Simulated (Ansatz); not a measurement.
# Relaxing a trial structure of FHNSiZn

The starting geometry of this gas-phase doublet was optimised with GFN2-xTB.

```xyz
5

F    -0.5929   -1.2677    3.0420
N     0.8798    0.7444    1.9841
Si   -0.1034   -0.5450    1.6392
Zn    0.9310    0.9174   -0.1260
H     1.1015    0.9915    2.9455
```

Question: Where would you expect an optimisation with PBE0-D3(BJ)/def2-SVP to take it?

Answer: A bond breaks, giving a structure given below by its coordinates. Distances that change by over a tenth: N2–Zn4 (2.12 → 1.89 Å). Contacts that open: Si3–Zn4 (2.51 → 3.18 Å).

The energy falls by 0.45 eV over 12 steps:

```tsv
step	E − E(last) (eV)
1	0.450
2	0.327
3	0.158
5	0.041
6	0.019
7	0.005
8	0.000
10	0.000
11	0.000
12	0.000
```

Final geometry (Å):

```yaml
atoms:
  - { symbol: F, position_ang: [-0.4799, -1.1308, 3.3271] }
  - { symbol: N, position_ang: [0.7014, 0.5207, 1.7084] }
  - { symbol: Si, position_ang: [-0.3237, -0.8413, 1.7084] }
  - { symbol: Zn, position_ang: [1.2968, 1.3914, 0.1366] }
  - { symbol: H, position_ang: [1.0215, 0.9006, 2.6041] }
```

Frequencies at the end are all real (lowest 88 cm⁻¹). Open shells are spin-unrestricted. Run with Ansatz 0.2.0, 91 s on 1 thread of Arm Neoverse V1, with other jobs on the host.
